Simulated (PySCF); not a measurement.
PySCF job for C₅H₇F, SMILES C[C@H]1CC=C1F, TDA-PBE/def2-SVPD. Coordinates come from a B3LYP-D3(BJ)/def2-SVP optimisation. The structure was generated by enumeration; whether it is a known compound was not checked.

```python
import numpy as np
from pyscf import gto, scf, dft, tdscf

mol = gto.M(
    atom='''
    C    -1.92026338   -0.23874086    0.17192017
    C    -0.46009368   -0.37881905    0.58065845
    C     0.39765190   -1.48401355   -0.14750476
    C     1.28422746   -0.35622351   -0.66412527
    C     0.53815259    0.56262453   -0.04043073
    F     0.59206345    1.88704285    0.04361267
    H    -2.35440563    0.69045641    0.57433768
    H    -2.01918415   -0.21062017   -0.92546244
    H    -2.51890855   -1.08263551    0.55038607
    H    -0.37056083   -0.44003268    1.67990994
    H    -0.16476890   -2.03639662   -0.91839983
    H     0.88308915   -2.20497965    0.53087818
    H     2.17811858   -0.32814290   -1.28727065
    ''',
    basis='def2-SVPD',
    charge=0,
    spin=0,
    max_memory=1600,
    verbose=4,
)
mf = dft.RKS(mol, xc='pbe').density_fit(auxbasis='def2-universal-jkfit')
mf.grids.level = 3
mf.conv_tol = 1e-9
mf.max_cycle = 100
mf.kernel()
mf.grids = dft.Grids(mol).set(level=1).build(with_non0tab=True)  # coarser grid for the response kernel
td = tdscf.TDA(mf)
td.singlet = True
td.nstates = 10
td.conv_tol = 1e-4
td.positive_eig_threshold = 1e-6
td.kernel(x0=td.get_init_guess(mf, 15))
td.analyze()
tt = tdscf.TDA(mf)
tt.singlet = False
tt.nstates = 4
tt.conv_tol = 1e-4
tt.positive_eig_threshold = 1e-6
tt.kernel(x0=tt.get_init_guess(mf, 9))
tt.analyze(verbose=3)
```

Output:

```
PySCF version 2.14.0

[INPUT] verbose = 4
[INPUT] num. atoms = 13
[INPUT] num. electrons = 46
[INPUT] charge = 0
[INPUT] spin (= nelec alpha-beta = 2S) = 0
[INPUT] symmetry False subgroup None
[INPUT] Mole.unit = angstrom
[INPUT] Symbol           X                Y                Z      unit          X                Y                Z       unit  Magmom
[INPUT]  1 C     -1.920263380000  -0.238740860000   0.171920170000 AA   -3.628771875232  -0.451154840143   0.324882036589 Bohr   0.0
[INPUT]  2 C     -0.460093680000  -0.378819050000   0.580658450000 AA   -0.869451046843  -0.715864255268   1.097285442414 Bohr   0.0
[INPUT]  3 C      0.397651900000  -1.484013550000  -0.147504760000 AA    0.751453183913  -2.804379174644  -0.278743598470 Bohr   0.0
[INPUT]  4 C      1.284227460000  -0.356223510000  -0.664125270000 AA    2.426838181046  -0.673164873031  -1.255014872703 Bohr   0.0
[INPUT]  5 C      0.538152590000   0.562624530000  -0.040430730000 AA    1.016961008325   1.063206272662  -0.076403006716 Bohr   0.0
[INPUT]  6 F      0.592063450000   1.887042850000   0.043612670000 AA    1.118837768865   3.565994171819   0.082416001861 Bohr   0.0
[INPUT]  7 H     -2.354405630000   0.690456410000   0.574337680000 AA   -4.449181826834   1.304773515850   1.085340918218 Bohr   0.0
[INPUT]  8 H     -2.019184150000  -0.210620170000  -0.925462440000 AA   -3.815705038563  -0.398014437609  -1.748870550172 Bohr   0.0
[INPUT]  9 H     -2.518908550000  -1.082635510000   0.550386070000 AA   -4.760047292325  -2.045884606629   1.040078935076 Bohr   0.0
[INPUT] 10 H     -0.370560830000  -0.440032680000   1.679909940000 AA   -0.700258481192  -0.831541251058   3.174569700535 Bohr   0.0
[INPUT] 11 H     -0.164768900000  -2.036396620000  -0.918399830000 AA   -0.311368094846  -3.848231892790  -1.735524151547 Bohr   0.0
[INPUT] 12 H      0.883089150000  -2.204979650000   0.530878180000 AA    1.668796637075  -4.166807648739   1.003214365708 Bohr   0.0
[INPUT] 13 H      2.178118580000  -0.328142900000  -1.287270650000 AA    4.116047583027  -0.620100210721  -2.432588976691 Bohr   0.0

nuclear repulsion = 230.340466119206
number of shells = 77
number of NR pGTOs = 253
number of NR cGTOs = 179
basis = def2-SVPD
ecp = {}


******** <class 'pyscf.df.df_jk.DFRKS'> ********
method = DFRKS
initial guess = minao
damping factor = 0
level_shift factor = 0
DIIS = <class 'pyscf.scf.diis.CDIIS'>
diis_start_cycle = 1
diis_space = 8
diis_damp = 0
SCF conv_tol = 1e-09
SCF conv_tol_grad = None
SCF max_cycles = 100
direct_scf = False
XC library pyscf.dft.libxc version 7.1.2
    S. Lehtola, C. Steigemann, M. J. T. Oliveira, and M. A. L. Marques,  SoftwareX 7, 1–5 (2018)
XC functionals = pbe
    J. P. Perdew, K. Burke, and M. Ernzerhof,  Phys. Rev. Lett. 77, 3865 (1996)
    J. P. Perdew, K. Burke, and M. Ernzerhof,  Phys. Rev. Lett. 78, 1396 (1997)
    J. P. Perdew, K. Burke, and M. Ernzerhof,  Phys. Rev. Lett. 77, 3865 (1996)
    J. P. Perdew, K. Burke, and M. Ernzerhof,  Phys. Rev. Lett. 78, 1396 (1997)
radial grids:
    Treutler-Ahlrichs [JCP 102, 346 (1995); DOI:10.1063/1.469408] (M4) radial grids

becke partition: Becke, JCP 88, 2547 (1988); DOI:10.1063/1.454033
pruning grids: <function nwchem_prune>
grids dens level: 3
symmetrized grids: False
atomic radii adjust function: <function treutler_atomic_radii_adjust>
small_rho_cutoff = 0
Set gradient conv threshold to 3.16228e-05
Initial guess from minao.
tot grids = 153512
init E= -294.444244512366
  HOMO = -0.284420510536345  LUMO = -0.0705406209406836  gap/eV = 5.81997
cycle= 1 E= -293.902179226276  delta_E= 0.542  |g|= 0.553  |ddm|= 5.52
  HOMO = -0.162548739827126  LUMO = 0.0187091515658442  gap/eV = 4.93228
cycle= 2 E= -293.782240441142  delta_E= 0.12  |g|= 0.892  |ddm|= 1.79
  HOMO = -0.211860627651446  LUMO = -0.0131008569117141  gap/eV = 5.40853
cycle= 3 E= -293.969429884449  delta_E= -0.187  |g|= 0.18  |ddm|= 1.19
  HOMO = -0.218261985862061  LUMO = -0.0204930074132128  gap/eV = 5.38157
cycle= 4 E= -293.977357960017  delta_E= -0.00793  |g|= 0.0645  |ddm|= 0.339
  HOMO = -0.219379806186113  LUMO = -0.0211670388720857  gap/eV = 5.39364
cycle= 5 E= -293.978309359383  delta_E= -0.000951  |g|= 0.0172  |ddm|= 0.125
  HOMO = -0.217573022966464  LUMO = -0.0195222728033517  gap/eV = 5.38924
cycle= 6 E= -293.978370445026  delta_E= -6.11e-05  |g|= 0.00541  |ddm|= 0.0314
  HOMO = -0.217999792945225  LUMO = -0.0199764853825974  gap/eV = 5.38849
cycle= 7 E= -293.978376232577  delta_E= -5.79e-06  |g|= 0.00187  |ddm|= 0.0106
  HOMO = -0.218027654587837  LUMO = -0.0199927488846492  gap/eV = 5.38880
cycle= 8 E= -293.97837696246  delta_E= -7.3e-07  |g|= 0.000326  |ddm|= 0.00324
  HOMO = -0.218011609962922  LUMO = -0.0199783828737599  gap/eV = 5.38876
cycle= 9 E= -293.978376986738  delta_E= -2.43e-08  |g|= 8.62e-05  |ddm|= 0.000912
  HOMO = -0.218016076944421  LUMO = -0.0199815344834442  gap/eV = 5.38879
cycle= 10 E= -293.97837698886  delta_E= -2.12e-09  |g|= 1.23e-05  |ddm|= 0.000257
  HOMO = -0.218016875936981  LUMO = -0.0199825397010831  gap/eV = 5.38879
cycle= 11 E= -293.978376988882  delta_E= -2.21e-11  |g|= 9.2e-06  |ddm|= 4.76e-05
  HOMO = -0.218015766629411  LUMO = -0.0199816075286896  gap/eV = 5.38878
Extra cycle  E= -293.978376988835  delta_E= 4.68e-11  |g|= 1.63e-05  |ddm|= 3.26e-05
converged SCF energy = -293.978376988835
tot grids = 48504
Overwritten attributes  positive_eig_threshold  of <class 'pyscf.tdscf.rks.TDA'>


******** <class 'pyscf.tdscf.rks.TDA'> for <class 'pyscf.df.df_jk.DFRKS'> ********
nstates = 10 singlet
deg_eia_thresh = 1.000e-03
wfnsym = None
conv_tol = 0.0001
eigh lindep = 1e-12
eigh level_shift = 0
eigh max_cycle = 100


Excitation energies (eV)
[6.10478489 6.59174602 6.80295284 6.94448311 7.37613397 7.41407328
 7.51671501 7.77641847 7.91269024 8.08205041]

** Singlet excitation energies and oscillator strengths **
Excited State   1:      6.10478 eV    203.09 nm  f=0.0190
      23 -> 24        0.31473
      23 -> 25        0.62978
Excited State   2:      6.59175 eV    188.09 nm  f=0.0085
      23 -> 26       -0.70429
Excited State   3:      6.80295 eV    182.25 nm  f=0.0211
      23 -> 24        0.18251
      23 -> 25       -0.13072
      23 -> 27       -0.65882
Excited State   4:      6.94448 eV    178.54 nm  f=0.0408
      23 -> 24       -0.12399
      23 -> 27       -0.14178
      23 -> 28       -0.67469
Excited State   5:      7.37613 eV    168.09 nm  f=0.0633
      21 -> 24        0.47838
      22 -> 24        0.14494
      23 -> 24       -0.33102
      23 -> 25        0.17286
      23 -> 27       -0.15674
      23 -> 28        0.12797
      23 -> 29        0.20045
Excited State   6:      7.41407 eV    167.23 nm  f=0.0172
      22 -> 24        0.66060
      23 -> 24        0.12237
      23 -> 29       -0.16932
Excited State   7:      7.51672 eV    164.94 nm  f=0.0693
      21 -> 24        0.51305
      22 -> 24       -0.16803
      23 -> 24        0.28107
      23 -> 25       -0.15098
      23 -> 29       -0.23600
Excited State   8:      7.77642 eV    159.44 nm  f=0.0424
      23 -> 24       -0.24886
      23 -> 25        0.11191
      23 -> 29       -0.60110
Excited State   9:      7.91269 eV    156.69 nm  f=0.0053
      23 -> 30        0.70151
Excited State  10:      8.08205 eV    153.41 nm  f=0.0002
      22 -> 25        0.69808

** Transition electric dipole moments (AU) **
state          X           Y           Z        Dip. S.      Osc.
  1         0.3271     -0.0423     -0.1361      0.1273      0.0190
  2        -0.1745      0.0764     -0.1285      0.0528      0.0085
  3         0.0944     -0.1444     -0.3110      0.1265      0.0211
  4        -0.1166     -0.1389      0.4546      0.2396      0.0408
  5        -0.4360      0.3343      0.2200      0.3502      0.0633
  6         0.2852     -0.1147     -0.0112      0.0946      0.0172
  7         0.3980     -0.4013     -0.2387      0.3765      0.0693
  8        -0.2296      0.3958      0.1137      0.2223      0.0424
  9         0.0191     -0.1590      0.0431      0.0275      0.0053
 10        -0.0226      0.0226      0.0141      0.0012      0.0002

** Transition velocity dipole moments (imaginary part, AU) **
state          X           Y           Z        Dip. S.      Osc.
  1         0.0212      0.0203     -0.0143      0.0011      0.0032
  2        -0.0172      0.0106     -0.0069      0.0005      0.0013
  3        -0.0120      0.0089     -0.0397      0.0018      0.0048
  4         0.0057     -0.0484      0.0700      0.0073      0.0190
  5        -0.0410     -0.0230     -0.0435      0.0041      0.0101
  6         0.0287      0.0176     -0.0167      0.0014      0.0035
  7         0.0551     -0.0112      0.0382      0.0046      0.0111
  8         0.0258     -0.0074      0.0200      0.0011      0.0026
  9         0.0094     -0.0300      0.0214      0.0015      0.0033
 10        -0.0115      0.0232      0.0290      0.0015      0.0034

** Transition magnetic dipole moments (imaginary part, AU) **
state          X           Y           Z
  1        -0.0638      0.2483      0.3144
  2        -0.3248      0.0597      0.2367
  3         0.0830     -0.5871      0.1987
  4         0.0964      0.0227     -0.1084
  5        -0.4103     -0.1395     -0.4561
  6         0.0045     -0.7548      0.0478
  7         0.3740      0.0224      0.1246
  8        -0.3619      0.1835     -0.3478
  9        -0.2216      0.0581      0.2785
 10        -0.1785      0.7411     -0.0468


******** <class 'pyscf.tdscf.rks.TDA'> for <class 'pyscf.df.df_jk.DFRKS'> ********
nstates = 4 triplet
deg_eia_thresh = 1.000e-03
wfnsym = None
conv_tol = 0.0001
eigh lindep = 1e-12
eigh level_shift = 0
eigh max_cycle = 100


Excitation energies (eV)
[4.45365525 6.0711206  6.48047572 6.73064707]

** Triplet excitation energies and oscillator strengths **
Excited State   1:      4.45366 eV    278.39 nm  f=0.0000
Excited State   2:      6.07112 eV    204.22 nm  f=0.0000
Excited State   3:      6.48048 eV    191.32 nm  f=0.0000
Excited State   4:      6.73065 eV    184.21 nm  f=0.0000
```

Self-consistency was reached.

Cost: around 2.0 core-minutes (rough).
